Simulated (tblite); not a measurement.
Isomers of C4H10OPSi (doublet state). Level: GFN2-xTB in tblite, geometry and Hessian alike; calculated harmonic values, unscaled, isolated species. The method is semi-empirical: single wavenumbers can be off by several per cent or more. Modes of hydrogen on phosphorus and silicon can be 10 to 20 % off. One conformer each. Open shells enter through the occupations alone, without spin polarisation, and single modes of such species can be off by tens of per cent.

Electronic energies: GFN2-xTB at the same geometries; isomer energies are rough at this level and their order can be wrong.

```
                  SMILES  electronic energy, lowest = 0 (kcal/mol)
      P[Si@@H]1CCC[CH]O1                                       0.0
      P[Si@@H]1CC[CH]CO1                                       6.1
C[C]1O[Si@@H](P)[C@@H]1C                                      17.9
```

Question: How do GFN2-xTB zero-point energies change the relative energies?

Answer: 
```json
{"SMILES": "P[Si@@H]1CCC[CH]O1", "ZPE (kcal/mol)": "80.1", "of it from modes above 1550 cm⁻¹": "39.6", "electronic (kcal/mol)": "0.0", "with ZPE, lowest = 0 (kcal/mol)": "0.0", "lowest mode (cm⁻¹)": "36", "rings": "1"}
{"SMILES": "P[Si@@H]1CC[CH]CO1", "ZPE (kcal/mol)": "80.0", "of it from modes above 1550 cm⁻¹": "39.5", "electronic (kcal/mol)": "6.1", "with ZPE, lowest = 0 (kcal/mol)": "6.0", "lowest mode (cm⁻¹)": "78", "rings": "1"}
{"SMILES": "C[C]1O[Si@@H](P)[C@@H]1C", "ZPE (kcal/mol)": "79.1", "of it from modes above 1550 cm⁻¹": "39.7", "electronic (kcal/mol)": "17.9", "with ZPE, lowest = 0 (kcal/mol)": "16.9", "lowest mode (cm⁻¹)": "48", "rings": "1"}
```

The zero-point energies span 1.0 kcal/mol, from `C[C]1O[Si@@H](P)[C@@H]1C` to `P[Si@@H]1CCC[CH]O1`. The order is unchanged.

Question: What do entropy and thermal enthalpy add at 298.15 K and 1 bar (rigid rotor, harmonic oscillator, one conformer each)?

Answer: 
| SMILES | point group | symmetry number | S (cal/(mol K)) | H − H(0) (kcal/mol) | ZPE + H − H(0) − TS (kcal/mol) |
| --- | --- | --- | --- | --- | --- |
| P[Si@@H]1CCC[CH]O1 | C1 | 1 | 97.6 | 6.57 | 57.6 |
| P[Si@@H]1CC[CH]CO1 | C1 | 1 | 95.8 | 6.47 | 57.9 |
| C[C]1O[Si@@H](P)[C@@H]1C | C1 | 1 | 102.4 | 7.18 | 55.7 |

S holds R ln(2S + 1) for the spin.
